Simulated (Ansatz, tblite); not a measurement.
Forces on Ca8O8 (started as a model of: 1x4x4 CaO rock-salt block) at its r2SCAN-D4/def2-SVP geometry. The state is a singlet with charge 0.

The xTB rows come from tblite.

GFN1-xTB (tblite), largest force 0.90 eV/Å:

```xyz
16
positions Å, forces eV/Å
Ca   -1.495   -3.064   -2.852    0.265    0.537    0.514
O    -0.716   -3.208   -0.958   -0.095   -0.207   -0.176
Ca    0.652   -3.384    0.818   -0.138    0.569    0.283
O     0.745   -3.244    2.878    0.031    0.322   -0.258
O    -1.483   -1.011   -2.890   -0.104   -0.190   -0.196
Ca   -0.720   -0.938   -0.740    0.460    0.432    0.273
O     0.865   -1.122    0.818   -0.004    0.073   -0.110
Ca    1.028   -1.185    3.043   -0.157   -0.180   -0.709
Ca   -0.982    1.171   -3.158    0.038    0.210    0.637
O    -0.025    1.141   -1.107    0.058   -0.123    0.043
Ca    1.333    1.073    0.671   -0.520   -0.340   -0.173
O     1.325    1.050    2.974   -0.014    0.154    0.323
O    -1.435    3.150   -2.752    0.201   -0.262    0.254
Ca   -0.552    3.295   -0.869    0.049   -0.712   -0.239
O     0.639    3.244    1.048   -0.061    0.299    0.217
Ca    0.820    3.031    3.075   -0.006   -0.583   -0.682
```

r2SCAN-D4/def2-SVP (Ansatz), largest force 0.03 eV/Å:

```
Ca 0.009 0.014 0.025
O -0.005 -0.001 -0.016
Ca -0.008 0.017 -0.001
O 0.009 0.025 -0.006
O -0.001 -0.001 0.006
Ca 0.007 -0.017 -0.018
O -0.010 -0.007 0.009
Ca -0.002 -0.015 0.009
Ca -0.001 0.007 0.004
O -0.004 0.008 -0.005
Ca 0.004 0.005 0.000
O -0.004 -0.002 -0.004
O 0.011 -0.013 0.025
Ca -0.001 -0.002 -0.022
O -0.008 -0.007 0.007
Ca 0.004 -0.010 -0.012
```

PBE0-D4/def2-SVP (Ansatz), largest force 0.20 eV/Å:

```
Ca 0.053 0.135 0.143
O -0.009 -0.006 -0.085
Ca -0.059 0.089 0.068
O 0.031 0.094 -0.074
O 0.013 -0.065 -0.012
Ca 0.085 0.009 -0.024
O -0.032 0.011 0.006
Ca -0.008 -0.053 -0.065
Ca -0.035 0.047 0.098
O -0.012 -0.006 0.016
Ca -0.072 -0.034 -0.014
O -0.038 0.056 0.018
O 0.068 -0.074 0.074
Ca 0.014 -0.073 -0.073
O -0.032 -0.004 0.080
Ca 0.033 -0.125 -0.153
```
